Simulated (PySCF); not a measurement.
# Computed records: AlBH$_{3}$O$_{2}$, CH$_{5}$B$_{2}$Si, B$_{2}$H$_{5}$OSi, BH$_{4}$OSi and others

Computed with PySCF 2.14.0. Calculation on a computer-drawn molecule: the log of a Hartree-Fock and frozen-core CCSD(T) single point meant for a local Hartree-Fock minimum, with one planted fault or none, to be diagnosed. Offsets are logged minus clean, where the clean run is the same molecule without the fault. The reference is restricted for singlets and unrestricted otherwise, and also for a bond in bohr or an excited solution. Adding or removing an electron swaps singlet and doublet. The excited solution moves the top pair (singlet) or top alpha electron (doublet) to the lowest empty orbital. Highest occupied and lowest empty are orbital energies over both spins, largest force is the largest gradient component, triples share is (T) over the correlation energy, the T1 limit is 0.02 restricted and 0.045 unrestricted, electrons count all cores, a negative frequency is imaginary (commonest isotopes), and the dipole is about the centre of nuclear charge.

Common to all runs: meant charge 0; meant multiplicity 2; meant basis cc-pV(D+d)Z; logged SCF converged yes; possible faults no fault, one electron removed, one electron added, multiplicity raised by two, geometry at a saddle point, SCF held on an excited solution, minimal basis STO-3G, one bond length entered in bohr, all coordinates scaled.

```json
{"entry": 1, "formula": "AlBH3O2", "logged_structure": {"atoms_angstrom": [["B", -1.0722, -1.6272, -1.0], ["O", -0.3822, -0.5135, -0.8098], ["Al", 0.5346, 0.7661, -0.201], ["O", -0.0393, 1.5169, 1.1865], ["H", -1.9989, -1.7187, -1.7727], ["H", 1.8366, 1.1998, -0.9467], ["H", 0.3124, 2.2426, 1.6728]]}, "given": {"logged_electrons": 37, "logged_basis_functions": 80, "logged_spin_squared": 3.757, "logged_highest_occupied [eV]": -5.0712, "logged_lowest_empty [eV]": -3.4158, "logged_largest_force [hartree/bohr]": 0.055852, "logged_T1_diagnostic": 0.047782, "logged_D1_diagnostic": 0.26129, "logged_triples_share": 0.028796, "logged_CC_converged": "yes", "logged_dipole_magnitude [debye]": 5.5704, "logged_SCF_stable_within_its_kind": "yes", "logged_energy_HF [hartree]": -417.91983, "logged_energy_CCSD(T) [hartree]": -418.44043, "drawn_bonds_atom": [1, 2, 3, 1, 3, 4], "drawn_bonds_other_atom": [2, 3, 4, 5, 6, 7], "drawn_bonds_order": [1, 1, 1, 1, 1, 1]}, "results": {"planted_fault": "multiplicity raised by two", "HF_energy_offset_from_clean_run [kcal/mol]": 162.2, "CCSD(T)_energy_offset_from_clean_run [kcal/mol]": 168.6}, "notes": ["T1 above single-reference limit"]}
{"entry": 2, "formula": "CH5B2Si", "logged_structure": {"atoms_angstrom": [["B", -0.5131, 1.1118, -0.0116], ["Si", 1.5566, 0.858, 0.3753], ["B", 2.623, 2.5883, -0.1757], ["C", 3.2805, 3.8267, -0.5687], ["H", -1.2221, 1.8394, -0.7438], ["H", 2.0111, -0.3728, -0.4638], ["H", 1.7987, 0.5457, 1.8783], ["H", 2.7347, 4.6456, -1.1427], ["H", 4.3731, 4.0396, -0.3271]]}, "given": {"logged_electrons": 35, "logged_basis_functions": 90, "logged_spin_squared": 0.8534, "logged_highest_occupied [eV]": -8.2967, "logged_lowest_empty [eV]": 0.80679, "logged_largest_force [hartree/bohr]": 0.033051, "logged_T1_diagnostic": 0.032436, "logged_D1_diagnostic": 0.12551, "logged_triples_share": 0.035165, "logged_CC_converged": "yes", "logged_dipole_magnitude [debye]": 0.56793, "logged_SCF_stable_within_its_kind": "yes", "logged_energy_HF [hartree]": -378.92151, "logged_energy_CCSD(T) [hartree]": -379.3627, "drawn_bonds_atom": [1, 2, 3, 1, 2, 2, 4, 4], "drawn_bonds_other_atom": [2, 3, 4, 5, 6, 7, 8, 9], "drawn_bonds_order": [1, 1, 2, 1, 1, 1, 1, 1]}, "results": {"planted_fault": "all coordinates scaled, by +4.9 %", "HF_energy_offset_from_clean_run [kcal/mol]": 11.15, "CCSD(T)_energy_offset_from_clean_run [kcal/mol]": 7.126}}
{"entry": 3, "formula": "B2H5OSi", "logged_structure": {"atoms_angstrom": [["B", 1.4654, -1.2752, -2.4563], ["Si", 0.0818, -0.7241, -1.0974], ["B", 0.8487, 0.8668, -0.0308], ["O", 0.3667, 2.1217, -0.1184], ["H", 2.3801, -2.0418, -2.5056], ["H", -0.2695, -1.8265, -0.1597], ["H", -1.1712, -0.3211, -1.7966], ["H", 1.7788, 0.7211, 0.7178], ["H", -0.3647, 2.2284, -0.708]]}, "given": {"logged_electrons": 37, "logged_basis_functions": 90, "logged_spin_squared": 3.7868, "logged_highest_occupied [eV]": -7.9838, "logged_lowest_empty [eV]": -1.7655, "logged_largest_force [hartree/bohr]": 0.034681, "logged_T1_diagnostic": 0.034924, "logged_D1_diagnostic": 0.19018, "logged_triples_share": 0.029231, "logged_CC_converged": "yes", "logged_dipole_magnitude [debye]": 2.9927, "logged_SCF_stable_within_its_kind": "yes", "logged_energy_HF [hartree]": -415.91385, "logged_energy_CCSD(T) [hartree]": -416.39938, "drawn_bonds_atom": [1, 2, 3, 1, 2, 2, 3, 4], "drawn_bonds_other_atom": [2, 3, 4, 5, 6, 7, 8, 9], "drawn_bonds_order": [1, 1, 1, 1, 1, 1, 1, 1]}, "results": {"planted_fault": "multiplicity raised by two", "HF_energy_offset_from_clean_run [kcal/mol]": 74.36, "CCSD(T)_energy_offset_from_clean_run [kcal/mol]": 79.6}}
{"entry": 4, "formula": "BH4OSi", "logged_structure": {"atoms_angstrom": [["B", 0.9276, 0.8332, -1.457], ["Si", 1.6733, 2.5708, -0.771], ["O", 0.5451, 3.7811, -0.7347], ["H", 1.1998, -0.3285, -1.4497], ["H", 2.7915, 2.9024, -1.6924], ["H", 2.1863, 2.4859, 0.6109], ["H", -0.0417, 3.8701, -1.4705]]}, "given": {"logged_electrons": 31, "logged_basis_functions": 71, "logged_spin_squared": 0.7752, "logged_highest_occupied [eV]": -8.1656, "logged_lowest_empty [eV]": 0.2605, "logged_largest_force [hartree/bohr]": 0.029131, "logged_dipole_magnitude [debye]": 1.8138, "logged_SCF_stable_within_its_kind": "no", "logged_energy_HF [hartree]": -390.74098, "drawn_bonds_atom": [1, 2, 1, 2, 2, 3], "drawn_bonds_other_atom": [2, 3, 4, 5, 6, 7], "drawn_bonds_order": [1, 1, 1, 1, 1, 1]}, "results": {"planted_fault": "SCF held on an excited solution", "HF_energy_offset_from_clean_run [kcal/mol]": 18.09}, "notes": ["coupled-cluster numbers left out as unreliable"]}
{"entry": 5, "formula": "CH7BNSi", "logged_structure": {"atoms_angstrom": [["B", -0.8801, 0.5753, 0.7208], ["Si", 0.6346, 0.1199, -0.5299], ["C", 2.119, 1.1659, -0.0123], ["N", 0.8543, -1.5944, -0.4629], ["H", -1.8299, 1.2975, 0.7841], ["H", 0.3505, 0.4259, -1.9569], ["H", 2.399, 0.9808, 1.0292], ["H", 2.9872, 0.9376, -0.6386], ["H", 1.9054, 2.2346, -0.1201], ["H", 0.9574, -2.0385, 0.4308], ["H", 1.4489, -2.0382, -1.1386]]}, "given": {"logged_electrons": 39, "logged_basis_functions": 31, "logged_spin_squared": 0.7546, "logged_highest_occupied [eV]": -6.8021, "logged_lowest_empty [eV]": 6.5541, "logged_largest_force [hartree/bohr]": 0.029557, "logged_T1_diagnostic": 0.0070169, "logged_D1_diagnostic": 0.026781, "logged_triples_share": 0.0092974, "logged_CC_converged": "yes", "logged_dipole_magnitude [debye]": 0.94672, "logged_SCF_stable_within_its_kind": "yes", "logged_energy_HF [hartree]": -405.11859, "logged_energy_CCSD(T) [hartree]": -405.32584, "drawn_bonds_atom": [1, 2, 2, 1, 2, 3, 3, 3, 4, 4], "drawn_bonds_other_atom": [2, 3, 4, 5, 6, 7, 8, 9, 10, 11], "drawn_bonds_order": [1, 1, 1, 1, 1, 1, 1, 1, 1, 1]}, "results": {"planted_fault": "minimal basis STO-3G", "HF_energy_offset_from_clean_run [kcal/mol]": 3045, "CCSD(T)_energy_offset_from_clean_run [kcal/mol]": 3258}}
{"entry": 6, "formula": "BFH2NSi", "logged_structure": {"atoms_angstrom": [["B", -0.0307, -1.6431, -0.5207], ["Si", 1.285, -0.3763, 0.2068], ["N", 1.5783, 1.1345, -0.0012], ["F", 2.263, -1.2609, 1.1112], ["H", -1.111, -2.1112, -0.38], ["H", 0.6351, 2.4349, -0.9922]]}, "given": {"logged_electrons": 37, "logged_basis_functions": 75, "logged_spin_squared": 1.5797, "logged_highest_occupied [eV]": -9.6561, "logged_lowest_empty [eV]": -0.17622, "logged_largest_force [hartree/bohr]": 0.061708, "logged_T1_diagnostic": 0.07087, "logged_D1_diagnostic": 0.38659, "logged_triples_share": 0.037686, "logged_CC_converged": "yes", "logged_dipole_magnitude [debye]": 4.1244, "logged_SCF_stable_within_its_kind": "yes", "logged_energy_HF [hartree]": -468.48146, "logged_energy_CCSD(T) [hartree]": -469.01299, "drawn_bonds_atom": [1, 2, 2, 1, 3], "drawn_bonds_other_atom": [2, 3, 4, 5, 6], "drawn_bonds_order": [1, 2, 1, 1, 1]}, "results": {"planted_fault": "one bond length entered in bohr, row 5 of the drawn bonds", "HF_energy_offset_from_clean_run [kcal/mol]": 88.2, "CCSD(T)_energy_offset_from_clean_run [kcal/mol]": 94.3}, "notes": ["T1 above single-reference limit"]}
```
